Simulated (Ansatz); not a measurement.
## Pulling the pair apart

The pair of Ag⁺ (SMILES [Ag+], atom 1) and CH5N (SMILES CN, atoms 2–8), both closed shells, in one local arrangement (a lower one may exist), relaxed at PBE0-D4/def2-TZVP:

```xyz
8
angstrom
Ag 0.2313 0.0359 -2.4536
C -0.5781 -0.0494 0.5726
N 0.6114 0.0501 -0.3056
H -0.2854 -0.0352 1.6237
H -1.1077 -0.9773 0.3651
H -1.2446 0.7892 0.3794
H 1.2496 -0.7130 -0.0967
H 1.1235 0.8999 -0.0849
```

CH5N is shifted rigidly along the line between the mean atom positions of the two fragments (negative: closer). Counterpoise interaction energies in kJ/mol. Computed with Ansatz 0.2.0 (basis: def2-TZVPPD); correlated methods freeze the cores. Filled d shells of the heavier atoms are correlated. Core potentials replace the inner electrons of the atoms past krypton. B3LYP uses VWN-RPA correlation.

| shift (Å) | B3LYP-D4 | MP2 | r2SCAN-D4 |
| --- | --- | --- | --- |
| -0.22 | -194.1 | -185.2 | -215.3 |
| -0.11 | -213.5 | -200.9 | -230.4 |
| 0.00 | -219.4 | -203.7 | -232.9 |
| 0.11 | -217.0 | -198.7 | -227.8 |
| 0.26 | -206.4 | -184.5 | -213.8 |
| 0.55 | -176.3 | -150.9 | -180.3 |
| 1.09 | -119.2 | -94.7 | -122.7 |
| 2.18 | -57.1 | -40.0 | -64.5 |

What does CCSD(T) give at these shifts? (An estimate is asked for; the value comes from the calculation.)

Computed: -169.5, -189.3, -195.3, -192.7, -181.0, -150.1, -95.1, -39.7 kJ/mol. For zero shift, CCSD(T) at an estimated basis limit (MP2 extrapolated from triple and quadruple zeta, plus CCSD(T) − MP2 in triple zeta) gives -209.5 kJ/mol. These are counterpoise interaction energies, counted from the two frozen fragments.

No T1 diagnostic of these runs exceeds 0.015.

For scale, one of the runs: CCSD(T)/def2-TZVPPD, 215 basis functions, launched by `ansatz run in.yaml --threads 4 --pin off --events-out ev --progress --plain --max-ram 9574MiB`. Time: 3 min of wall clock on 4 CPU threads of an Arm Neoverse N1; the host was shared. Peak host memory: 3.7 GiB.
